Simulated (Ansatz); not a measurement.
`[CH3][Al]([CH3])[F]` + `N=C=O` → `[CH3][Al]([CH3])[N]=C=O` + H–F  (ligand exchange at the Al–F bond)

Computed with Ansatz on PBE0-D4/def2-TZVP structures; ΔE is electronic, products minus reactants. CBS: MP2 limit from def2 TZ/QZ plus the TZ coupled-cluster correction, frozen cores. This one scheme is used for every species. Functionals use def2-TZVPP. Each species was taken in one conformer, which may not be the lowest.

```tsv
level	ΔE (kJ/mol)
PBE0-D4	37.1
CAM-B3LYP-D4	44.1
MP2/def2-SVP	41.5
SCS-MP2/def2-QZVPP	37.9
```

(1) What does CCSD(T)/CBS give? (Estimate.)

Largest T1 diagnostic among the species: 0.018.

## Answers

(1) Ansatz gave: +37.4 kJ/mol. The listed levels differ from it by -0.3, 6.7, 4.1, 0.5 kJ/mol.

From r2SCAN to r2SCAN0 (25 % exact exchange), in def2-TZVPP and without D4, ΔE moves by −5.6 kJ/mol. Leaving LDA and LC-ωPBE aside and taking each functional with its dispersion term where it has one, the values, not all of them listed here, spread over 11.8 kJ/mol, from PBE-QIDH to BLYP-D4. LDA lies −3.4 kJ/mol from PBE without D4.
